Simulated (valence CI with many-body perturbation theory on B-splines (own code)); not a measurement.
**Questions on Tm XXXI**

Level of theory: valence CI with perturbative core correlation (CI+MBPT): three valence electrons over a frozen Dirac-Fock core [Kr], a basis of 7 s, 7 p, 8 d, 6 f, 4 g, 1 h functions for each j, with the one-electron correlation potential Σ1, the two-electron term Σ2, the three-electron term Σ3, Breit, model QED; selected CI, second order for the rest, scaled by the run's own slope (own B-spline code, finite nucleus).

No measured spectrum was set against this ion. As an estimate, large intervals hold to a few tenths of a per cent, small ones and those within an open d or f shell to about a per cent. The list stops below the first excitations out of the core.

Levels are named by their leading jj configuration (3d3/2^4 stands for four electrons in 3d with j = 3/2), which in mixed levels can hold well under half, so a name can repeat and another be missing.

Rates and lifetimes use the calculated energies. Strong lines usually hold to 10 to 20 %, long lifetimes can be off by a factor of two.

Q: What is the ground level?

A: (4d3/2^3) J=3/2, composition 56 % 4d³ ⁴F + 32 % 4d³ ²D + 8 % 4d³ ²P, g = 0.652.

Q: Name the longest-lived excited levels whose lifetime is computed, and their main decay.

A: (4d3/2^2 4d5/2) J=9/2 at 13.252 eV lives 1.45 s, mostly by M1 to (4d3/2^2 4d5/2) J=7/2.

Q: What is the ionisation energy?

A: 1158.6 eV; NIST lists 1157 ± 4 eV (theoretical).

Q: How well does LS coupling describe the low levels?

A: Among the lowest 19 levels the leading LS term, summed over configurations, holds 59 % on average. For single configurations the figures are 59 % in LS and 92 % in jj coupling. Terms mix most in the J = 3/2 level at 11.835 eV, where the leading one holds 41 %.
